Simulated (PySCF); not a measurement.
From computed data to an observable: refractive index and permittivity of the vapour

Te(OMe)(GeH3) (CH₆GeOTe), SMILES CO[Te][GeH3].

Coordinates come from a PBE-D3(BJ)/def2-SVP optimisation. This is a generated structure with no PubChem entry under its InChIKey; it may be hypothetical. The def2 effective core potentials stand for the cores of Te; spin–orbit coupling is left out. One conformer was computed; it need not be the lowest.

PySCF with PBE/def2-TZVP gives a mean static polarisability of 93.3 bohr³ and a dipole moment of 1.30 D. Take an ideal gas at 298.15 K and 0.01 bar, whether or not the substance is that volatile.

Work out n − 1 in the optical limit and the static ε − 1.


Polarisability volume α' = 93.3 × 0.148185 = 13.83 Å³. Number density N = p/kT = 2.43e-7 Å⁻³.
Dilute limit of Lorentz–Lorenz: n − 1 = 2π N α' = 2.1e-5.
Orientation term of Debye: μ²/(3kT) = 8.098 Å³ × μ²(D²) = 13.69 Å³.
ε − 1 = 4π N (α' + μ²/3kT) = 8.4e-5. Orientation of the dipole supplies 50 % of the static response; it can't follow optical fields. Vibrational polarisation and dispersion are left out.
